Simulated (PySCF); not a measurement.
PySCF job for B(GeH3)(Me)2 (C2H9BGe), SMILES [B](C)([GeH3])C, PBE/pcSseg-1. The structure is a stationary point at PBE0-D3(BJ)/def2-SVP.

```python
import numpy as np
from pyscf import gto, scf, dft
from pyscf.prop.nmr import rks as nmr

mol = gto.M(
    atom='''
    B    -0.95302890    0.16607031    0.34916044
    Ge    0.97050350   -0.17316858   -0.36992874
    H     1.39465985   -1.65373880   -0.23653459
    H     1.18144071    0.23706628   -1.84425968
    H     1.99107008    0.63659359    0.46638784
    C    -1.42127185   -0.60194784    1.62853337
    H    -1.85830638   -1.54088169    1.22778226
    H    -2.22977452   -0.10089087    2.18470747
    H    -0.62429398   -0.91451966    2.31930795
    C    -1.88884418    1.19016564   -0.37229162
    H    -2.95704632    1.08587743   -0.12376446
    H    -1.75797542    1.25489848   -1.46270711
    H    -1.57004526    2.17733126    0.02354704
    ''',
    basis='pcSseg-1',
    charge=0,
    spin=0,
    max_memory=1600,
    verbose=3,
)
mf = dft.RKS(mol, xc='pbe')
mf.grids.level = 3
mf.conv_tol = 1e-10
mf.max_cycle = 100
mf.kernel()
n = nmr.NMR(mf)
n.verbose = 2
n.max_cycle_cphf = 60
sigma = n.kernel()
print('atom   isotropic/ppm   span/ppm')
for i, s in enumerate(sigma):
    w = np.linalg.eigvalsh((s + s.T) / 2)
    print(f'{mol.atom_symbol(i):2s}{i + 1:3d} {w.mean():14.3f} {w[2] - w[0]:11.3f}')
```

Log of the run:

```
converged SCF energy = -2182.76215723975
atom   isotropic/ppm   span/ppm
B   1        -13.468     204.979
Ge  2       1619.829     182.691
H   3         27.622      16.215
H   4         27.721      16.514
H   5         27.626      15.721
C   6        154.422      45.479
H   7         30.318       8.225
H   8         29.546       7.573
H   9         29.157       7.000
C  10        154.206      45.915
H  11         29.539       7.535
H  12         29.088       7.455
H  13         30.199       7.779
```

The calculation finished and met its thresholds.

Cost: very roughly 24 core-seconds.
